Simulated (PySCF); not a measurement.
**Cost of excited-state runs on `C=CC1=C(C)[P@@H](=O)C(C)=C1F`, C8H10FOP**

Geometry:
```
atom   x (Å)   y (Å)   z (Å)
  C1   2.595   1.712  -0.529
  C2   2.160   0.568  -0.013
  C3   0.775   0.150   0.107
  C4   0.390  -1.143   0.246
  C5   1.235  -2.365   0.280
  P6  -1.422  -1.231   0.309
  O7  -2.075  -1.954   1.399
  C8  -1.601   0.571   0.217
  C9  -2.895   1.300   0.264
 C10  -0.364   1.078   0.116
 F11  -0.143   2.402   0.068
 H12   1.937   2.469  -0.916
 H13   3.649   1.925  -0.590
 H14   2.877  -0.167   0.330
 H15   2.067  -2.251   0.974
 H16   1.650  -2.585  -0.706
 H17   0.626  -3.210   0.598
 H18  -1.788  -1.685  -0.961
 H19  -3.354   1.330  -0.725
 H20  -2.750   2.323   0.607
 H21  -3.577   0.781   0.937
```

PySCF with density fitting, on 1 thread of an Intel Xeon Platinum 8375C, shared host. Command: `OMP_NUM_THREADS=1 python excited_run.py task.json out`

Task: How long does this run take, and how much memory?
- excited states, CAM-B3LYP/def2-SVP; Tamm-Dancoff; spin-orbit couplings; 5 states; 4 triplets; quadratic response for 4 states

Result: 
```tsv
run	level	basis functions	wall time	peak memory (GiB)
excited states	CAM-B3LYP/def2-SVP	208	76 s	1
```
Times from a shared host are rough.
